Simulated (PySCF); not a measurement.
C₃H₄O₃, SMILES O=C1OCCO1 (connectivity only; charge and spin as stated), charge -1, multiplicity 2.

Coordinates come from a PBE-D3(BJ)/def2-SVPD optimisation. The spin state was assumed, not searched. Other conformers were not sampled.

These are PBE-D3(BJ)/def2-SVPD (PySCF 2.14.0) values and carry that method's errors.

Frequencies are harmonic and unscaled.

Computed vibrational spectrum:
```csv
mode,ν (cm⁻¹),IR (km/mol),moving atoms (share of kinetic energy)
1,35,1.0,"H 45 %, O 28 %, C 27 %"
2,183,4.0,"O 69 %, C 16 %, H 15 %"
3,382,22.8,O 87 %
4,558,36.7,"C 51 %, O 46 %"
5,616,16.6,"O 54 %, C 45 %"
6,618,33.9,"C 70 %, O 25 %"
7,637,9.4,"O 77 %, C 22 %"
8,802,8.8,"H 86 %, C 12 %"
9,810,109.2,"C 55 %, O 38 %"
10,909,5.6,"C 70 %, H 27 %"
11,1061,121.5,"C 52 %, O 46 %"
12,1077,0.7,"C 50 %, O 40 %, H 10 %"
13,1096,1.3,"H 54 %, C 41 %"
14,1176,8.2,"H 88 %, C 8 %"
15,1178,1.1,H 94 %
16,1283,8.1,"H 73 %, C 25 %"
17,1290,1.0,"H 78 %, C 18 %"
18,1415,0.9,H 92 %
19,1422,1.7,"H 91 %, C 8 %"
20,1584,561.7,"C 62 %, O 38 %"
21,2828,71.2,H 93 %
22,2846,342.6,H 94 %
23,2929,21.5,H 92 %
24,2952,134.2,"H 92 %, C 8 %"
```
